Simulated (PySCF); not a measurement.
# How the method changes the constants of GeC

State: ³Π (triplet), unpaired electrons σ ↑, π ↑. Set-up: PySCF, no relativity, basis sets Ge pcseg-1, C pcseg-1. De refers to Ge + C in their high-spin ground configurations, without counterpoise correction. The functionals are run spin-unrestricted. A positive dipole means Ge(−)C(+). Levels whose curve was spin-contaminated or gave no clean fit are not listed.

```
       Level  Re (Å)  ωe (cm⁻¹)  De (eV)  μ (D)  CPU s a point (SCF and correlation, without the integrals)
        ROHF   1.775        906     1.39  -1.71                                                       0.044
    ROHF-MP2   1.814        850     3.24    n/a                                                       0.071
ROHF-SCS-MP2   1.814        844     3.03    n/a                                                         n/a
   ROHF-CCSD   1.819        802     3.04    n/a                                                         n/a
ROHF-CCSD(T)   1.830        780     3.29    n/a                                                         1.2
         PBE   1.822        791     4.18  -1.97                                                        0.34
        PW91   1.820        793     4.19  -1.97                                                        0.26
      r²SCAN   1.809        798     3.87  -1.75                                                        0.47
        PBE0   1.803        816     3.71  -1.93                                                        0.55
```

(1) Which functional lies closest to ROHF-CCSD(T) in De, which farthest, and by how much do they differ from it?

(2) What does second-order correlation do here, going from ROHF to ROHF-MP2?

(3) What does all correlation do here, going from ROHF to ROHF-CCSD(T)?

Correlated steps freeze 10 core orbitals. Correlated levels converge slowly with the basis: in double zeta they bind strong bonds too weakly, by up to about 1 eV, and carry superposition errors of some tenths. Spin–orbit coupling is left out. UHF is strongly spin-contaminated for GeC, so the ROHF reference used there is far from stable. The state was picked by a PBE0 search and need not be the measured ground state.

The whole job (state search and all levels along the bond) took about 1.2 min on 1 thread of Intel Xeon 6975P-C (shared host), peak memory 0.46 GiB.

## Answers

(1) Closest is PBE0 (-2.7 pm in Re, +4.6 % in ωe, +0.42 eV in De against ROHF-CCSD(T) in the same basis), farthest PW91 (-1.0 pm in Re, +1.7 % in ωe, +0.90 eV in De). CCSD(T) converges more slowly with the basis than the functionals do and binds too weakly in this one, so the order can change at the basis-set limit.

(2) ROHF-MP2 less ROHF: +3.9 pm in Re, -6.2 % in ωe, +1.85 eV in De. Correlation nearly always deepens the well. The bond lengthens, as in strong covalent bonds, where excitations into antibonding orbitals dominate.

(3) ROHF-CCSD(T) less ROHF: +5.5 pm in Re, -13.9 % in ωe, +1.90 eV in De. Correlation nearly always deepens the well. The bond lengthens, as in strong covalent bonds, where excitations into antibonding orbitals dominate.
